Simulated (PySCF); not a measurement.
## Worked example: entropy of an ideal gas

2-bromoprop-1-ene (C₃H₅Br), SMILES C=C(C)Br.

Geometry optimised at PBE-D3(BJ)/def2-SVP.

PBE-D3(BJ)/def2-SVP (PySCF) gives the harmonic wavenumbers 202, 299, 347, 420, 543, 667, 852, 903, 966, 1014, 1135, 1327, 1357, 1386, 1404, 1663, 2970, 3052, 3075, 3083, 3193 cm⁻¹ and the rotational temperatures 0.4379, 0.1479, 0.1122 K. The molar mass is 120.98 g/mol, the symmetry number 1, the spin multiplicity 1.

Problem. Work out the entropy at 298.15 K and 1 atm in the rigid-rotor, harmonic-oscillator model.

Solution. 
Translation (Sackur–Tetrode at 1 atm): S = R[1.5 ln M + 2.5 ln T − 1.16487] = 168.6 J/(mol K).
Rotation: q = (√π/σ) T^1.5/√(θA θB θC) = 107000, S = R[ln q + 3/2] = 108.8 J/(mol K).
Vibration: with u = 1.4388 ν/T, each mode gives R[u/(e^u − 1) − ln(1 − e^−u)]:
```
ν (cm⁻¹)  modes     u  S (J/(mol K))
--------  -----  ----  -------------
202           1  0.97           8.85
299           1  1.44           5.95
347           1  1.67           4.94
420           1  2.03           3.73
543           1  2.62           2.34
667           1  3.22           1.45
852           1  4.11           0.71
903           1  4.36           0.58
966           1  4.66           0.45
1014          1  4.89           0.37
1135          1  5.48           0.23
1327          1  6.40           0.10
1357          1  6.55           0.09
1386          1  6.69           0.08
1404          1  6.78           0.07
1663          1  8.03           0.02
```
The stiffer modes add less than 0.005 each. Sum 30.0 J/(mol K).
Spin: R ln 1 = 0.0 J/(mol K).
Total 307.3 J/(mol K); the program's own thermochemistry gives 307.3. Translation makes up 55 % and vibration 10 %. Anharmonicity, hindered rotation and orbital degeneracy are left out.
